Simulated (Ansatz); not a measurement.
```yaml
crystal:
  periodic: [false, false, false]
  atoms:
    - {symbol: O, position_ang: [3.191438, 1.732861, 0.894302]}
    - {symbol: C, position_ang: [2.566453, 1.703122, 1.499623]}
    - {symbol: O, position_ang: [1.108817, 1.929545, 1.449249]}
    - {symbol: B, position_ang: [0.264594, 2.395524, 2.413227]}
    - {symbol: O, position_ang: [1.253697, 2.871048, 3.251078]}
    - {symbol: C, position_ang: [2.665510, 2.473141, 2.723157]}
    - {symbol: O, position_ang: [3.439454, 2.978128, 3.422249]}
    - {symbol: O, position_ang: [-0.620959, 1.469229, 2.894150]}
    - {symbol: C, position_ang: [-1.878816, 1.477817, 2.364860]}
    - {symbol: O, position_ang: [-2.869587, 0.892697, 2.431756]}
    - {symbol: C, position_ang: [-1.624684, 2.751165, 1.637581]}
    - {symbol: O, position_ang: [-2.753480, 3.412016, 0.932770]}
    - {symbol: O, position_ang: [-0.668900, 3.464297, 2.081425]}
    - {symbol: C, position_ang: [-3.065741, -3.810092, -0.390937]}
    - {symbol: C, position_ang: [-1.876996, -4.133855, -1.678336]}
    - {symbol: C, position_ang: [-0.767794, -2.716842, -1.298985]}
    - {symbol: C, position_ang: [-1.167104, -1.874264, 0.037330]}
    - {symbol: S, position_ang: [-0.428531, -0.400038, 0.355142]}
    - {symbol: C, position_ang: [-0.806566, 0.204964, -1.147370]}
    - {symbol: C, position_ang: [-1.922702, 1.611363, -1.093761]}
    - {symbol: C, position_ang: [-2.576460, 2.495740, -2.034011]}
    - {symbol: C, position_ang: [-1.170423, 2.436520, -2.653844]}
    - {symbol: C, position_ang: [0.106429, 1.890999, -2.784626]}
    - {symbol: C, position_ang: [0.411770, 0.734537, -2.084484]}
    - {symbol: O, position_ang: [1.476581, 0.298445, -2.033068]}
    - {symbol: C, position_ang: [2.071759, -0.010786, -1.277758]}
    - {symbol: C, position_ang: [3.268766, -0.588430, -1.264030]}
    - {symbol: C, position_ang: [3.966920, -1.504885, -0.351908]}
    - {symbol: C, position_ang: [3.472055, -2.165852, 0.780989]}
    - {symbol: C, position_ang: [2.020344, -1.500486, 1.037397]}
    - {symbol: C, position_ang: [1.540374, -0.783941, 0.174582]}
    - {symbol: C, position_ang: [-2.479370, -2.282944, 0.908294]}
    - {symbol: C, position_ang: [-3.318309, -3.716210, 0.600638]}
    - {symbol: H, position_ang: [-3.418863, -4.908665, -1.079769]}
    - {symbol: H, position_ang: [-1.568643, -4.714600, -2.240428]}
    - {symbol: H, position_ang: [-0.082031, -2.348400, -1.698392]}
    - {symbol: H, position_ang: [-2.379210, 1.443141, -0.101057]}
    - {symbol: H, position_ang: [-3.058254, 3.034509, -2.118393]}
    - {symbol: H, position_ang: [-1.638219, 2.845802, -3.869197]}
    - {symbol: H, position_ang: [0.708723, 2.028571, -3.611882]}
    - {symbol: H, position_ang: [3.745397, -0.428879, -2.297526]}
    - {symbol: H, position_ang: [5.226549, -1.888648, -0.581189]}
    - {symbol: H, position_ang: [4.196589, -2.395455, 1.433246]}
    - {symbol: H, position_ang: [1.751939, -2.029720, 1.716431]}
    - {symbol: H, position_ang: [-2.494096, -1.384762, 2.038690]}
    - {symbol: H, position_ang: [-3.972239, -3.613689, 1.031838]}
basis:
  gaussian: {orbitals: "6-31G*", fitting: {mean_field: def2-universal-jkfit}}
hamiltonian: {xc: {name: PBE}, dispersion: d3bjatm}
scf: {omitted_lower_state_checks: [starts]}
```

```sh
$ ansatz run in.yaml --threads 2 --pin off --events-out ev --progress --plain --max-ram 20480MiB --backend cuda --devices 0, --max-vram 18GiB
```

It prints (some lines left out):

```
Functional definition: PBE
2780 factors; integrals over basis functions are off by at most 7.1e-2 eV
mean field evaluation 1: about -52790.0658 eV, gradient 1.6e2 eV
mean field evaluation 2: about -52211.5581 eV, gradient 4.3e2 eV
mean field evaluation 4: about -52783.5565 eV, gradient 1.3e2 eV
mean field evaluation 8: about -52843.1950 eV, gradient 3.0e-1 eV
mean field -52843.19603202 eV, -1941.9516357721 hartree, gradient 1.8e-5 eV, S^2 0.000000; 0 other end points of the search recorded, 0 dependent functions left out
reference -52843.19608638 eV, -1941.9516377697 hartree; 119, 119 occupied and 406, 406 virtual orbitals, 2780 factors
Total energy: -52845.24219777 eV, -1942.0268309762 hartree
Checks for a lower state left out: starts
```

Run time 4.3 s (2 threads of AMD EPYC 7R13 on a shared host and a share (18 GiB) of an NVIDIA H100 80GB HBM3), peak host memory 0.99 GiB.

The 6-31G sets use Cartesian d functions.
